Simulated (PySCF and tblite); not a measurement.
Results of a calculation; reference values are marked as such.
C₆H₅ClS, numbered as in [CH2:1]=[CH:2][c:3]1[s:4][cH:5][cH:6][c:7]1[Cl:8]. The ensemble was built from 60 distance-geometry starts (ETKDG, MMFF94s, GFN2-xTB) and rests on GFN2-xTB geometries. Weights use B3LYP-D3(BJ)/pcSseg-1 (IEF-PCM, acetonitrile) energies plus GFN2-xTB zero-point and thermal terms (modes under about 100 cm⁻¹ blended into free rotors). Symmetry numbers and mirror images are counted. Conformers within 3 kcal/mol (GFN2-xTB free energy) were kept, 10 at most. GIAO shieldings: B3LYP/pcSseg-1 (IEF-PCM, acetonitrile). Shifts are against TMS (¹H), TMS (¹³C) at the same level; of two unlike H on one atom, a is the less shielded. (PySCF 2.14, tblite 0.8.)

Torsions listed: C1–C2–C3–S4.

```tsv
conformer	shape	point group	mirror pair	ΔE(DFT)	Δ(G−E) at 380 K	δ H1a (ppm)
1	0°	Cs	no	0.00	0.00	6.10
2	180°	Cs	no	1.78	0.08	6.81
```

Energies in kcal/mol; the thermal term leaves out symmetry numbers and mirror images.

Work out the weights at 380 K and the ¹H shift of H1a under fast exchange.

RT = 0.755 kcal/mol. Each conformer gets RT ln(σ/g), with σ the rotational symmetry number and g = 2 for a mirror pair: 1: σ = 1, g = 1, G = 0.00 + 0.00 + 0.00 = 0.00, 0.00 above the lowest, exp(−ΔG/RT) = 1.000; 2: σ = 1, g = 1, G = 1.78 + 0.08 + 0.00 = 1.87, 1.87 above the lowest, exp(−ΔG/RT) = 0.085. The sum is 1.085, so the weights are 92.2, 7.8 %. The averaged shift is 6.16 ppm. At 298.15 K it is 6.13 ppm. At 298.15 K the leading conformer alone gives 6.10 ppm and bare DFT energies give 6.14 ppm.
